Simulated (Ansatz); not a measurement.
`N#[C][Sn]([Cl])([Cl])[C]#N` + HCl → `N#[C][Sn]([Cl])([Cl])[Cl]` + `C#N` at 400 K and 1 bar (ligand exchange at the Sn–C bond).

Computed with Ansatz on PBE0-D4/def2-TZVP structures; ΔE is electronic, products minus reactants. CBS: MP2 limit from def2 TZ/QZ plus the TZ coupled-cluster correction, frozen cores. This one scheme is used for every species. def2 core potentials past Kr. For Sn outer-core shells are correlated without core-valence functions, which leaves a few kJ/mol of doubt a bond.

| species | CCSD(T)/CBS energy (Eh) | H − E (kJ/mol) | S (J/(mol·K)) |
| --- | --- | --- | --- |
| `N#[C][Sn]([Cl])([Cl])[C]#N` | -1319.13996 | 88.2 | 453.6 |
| HCl | -460.38127 | 29.6 | 195.4 |
| `N#[C][Sn]([Cl])([Cl])[Cl]` | -1686.23005 | 66.9 | 429.7 |
| `C#N` | -93.32098 | 56.1 | 211.9 |

H − E and S are ideal-gas, rigid-rotor, harmonic terms from PBE0-D4/def2-TZVP. 1 Eh = 2625.50 kJ/mol, R = 8.31446 J/(mol·K).

Task: By hand: ΔE, ΔH, ΔS and ΔG.

Result: ΔE = (-1686.23005) + (-93.32098) − (-1319.13996) − (-460.38127) = -0.02980 Eh = -78.2 kJ/mol. Δ(H − E) = 66.9 + 56.1 − 88.2 − 29.6 = 5.2, so ΔH = -73.0 kJ/mol. ΔS = 429.7 + 211.9 − 453.6 − 195.4 = -7.4 J/(mol·K). ΔG = -73.0 − 400 × (-7.4)/1000 = -70.0 kJ/mol.

Task: By hand: the equilibrium constant, and the temperature at which ΔG would vanish if ΔH and ΔS stayed fixed.

Result: log₁₀ K = −ΔG/(RT ln 10) = 9.1. ΔG = 0 at ΔH/ΔS = 9865 K, far beyond where these terms or the molecules hold.

The number of gas molecules stays the same, so ΔS is small and ΔH decides. A doubt of 5 kJ/mol in ΔE shifts log₁₀ K by 0.7 here. These are equilibria of isolated gas molecules and say nothing of rates. Largest T1 diagnostic: 0.014 (customary marks: 0.02 for closed shells, 0.045 for open ones).
